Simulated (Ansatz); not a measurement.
Reactions of `C[SiH](O)N[SiH](O)F`.

Computed with Ansatz on PBE0-D4/def2-TZVP structures; ΔE is electronic, products minus reactants. CBS: MP2 limit from def2 TZ/QZ plus the TZ coupled-cluster correction, frozen cores. This one scheme is used for every species. Functionals use def2-TZVPP. B3LYP here is the variant with VWN-RPA as its local correlation; programs differ in this. For Br, Ge, Se outer-core shells are correlated without core-valence functions, which leaves a few kJ/mol of doubt a bond. Scalar relativity is left out up to krypton. One conformer a species, not always the lowest.

```json
{"reaction": "`C[Si@H](O)N[Si@@H](O)F` + `C[SeH]` → `C[Se][SiH](O)F` + `C[SiH](N)O`", "B3LYP-D4 (kJ/mol)": "26", "CCSD/CBS(def2) (kJ/mol)": "26", "r2SCAN-D4 (kJ/mol)": "23", "CCSD(T)/CBS(def2) (kJ/mol)": "24"}
{"reaction": "`C[Si@H](O)N[Si@@H](O)F` + H₂Se → `O[SiH](F)[SeH]` + `C[SiH](N)O`", "B3LYP-D4 (kJ/mol)": "27", "CCSD/CBS(def2) (kJ/mol)": "25", "r2SCAN-D4 (kJ/mol)": "23", "CCSD(T)/CBS(def2) (kJ/mol)": "24"}
{"reaction": "`C[Si@H](O)N[Si@@H](O)F` + HBr → `C[SiH](O)Br` + `N[SiH](O)F`", "B3LYP-D4 (kJ/mol)": "-25", "CCSD/CBS(def2) (kJ/mol)": "-30", "r2SCAN-D4 (kJ/mol)": "-29", "CCSD(T)/CBS(def2) (kJ/mol)": "-28"}
{"reaction": "`C[Si@H](O)N[Si@@H](O)F` + `[SH][GeH3]` → `O[SiH](F)[S][GeH3]` + `C[SiH](N)O`", "B3LYP-D4 (kJ/mol)": "20", "CCSD/CBS(def2) (kJ/mol)": "20", "r2SCAN-D4 (kJ/mol)": "17", "CCSD(T)/CBS(def2) (kJ/mol)": "18"}
{"reaction": "`C[Si@H](O)N[Si@@H](O)F` + `B[O][GeH3]` → `C[SiH](O)N[SiH2]O` + `B[O][GeH2][F]`", "B3LYP-D4 (kJ/mol)": "97", "CCSD/CBS(def2) (kJ/mol)": "101", "r2SCAN-D4 (kJ/mol)": "98", "CCSD(T)/CBS(def2) (kJ/mol)": "100"}
{"reaction": "`C[Si@H](O)N[Si@@H](O)F` + CH₃NH₂ → `CN[SiH](C)O` + `N[SiH](O)F`", "B3LYP-D4 (kJ/mol)": "13", "CCSD/CBS(def2) (kJ/mol)": "13", "r2SCAN-D4 (kJ/mol)": "14", "CCSD(T)/CBS(def2) (kJ/mol)": "13"}
{"reaction": "`C[Si@H](O)N[Si@@H](O)F` + HCl → `C[SiH](O)Cl` + `N[SiH](O)F`", "B3LYP-D4 (kJ/mol)": "-31", "CCSD/CBS(def2) (kJ/mol)": "-32", "r2SCAN-D4 (kJ/mol)": "-35", "CCSD(T)/CBS(def2) (kJ/mol)": "-31"}
{"reaction": "`C[Si@H](O)N[Si@@H](O)F` + `N=O` → `CN=O` + `O[SiH2]N[SiH](O)F`", "B3LYP-D4 (kJ/mol)": "35", "CCSD/CBS(def2) (kJ/mol)": "41", "r2SCAN-D4 (kJ/mol)": "36", "CCSD(T)/CBS(def2) (kJ/mol)": "41"}
{"reaction": "`C[Si@H](O)N[Si@@H](O)F` + silanol → `O[SiH2][SiH](O)F` + `C[SiH](N)O`", "B3LYP-D4 (kJ/mol)": "106", "CCSD/CBS(def2) (kJ/mol)": "112", "r2SCAN-D4 (kJ/mol)": "106", "CCSD(T)/CBS(def2) (kJ/mol)": "110"}
{"reaction": "`C[Si@H](O)N[Si@@H](O)F` + `O[Si](F)(F)[SiH3]` → `C[SiH](O)[SiH3]` + `O[SiH](F)N[Si](O)(F)F`", "B3LYP-D4 (kJ/mol)": "2", "CCSD/CBS(def2) (kJ/mol)": "0", "r2SCAN-D4 (kJ/mol)": "-1", "CCSD(T)/CBS(def2) (kJ/mol)": "1"}
```

Largest T1 diagnostic: 0.015, for `N=O`.
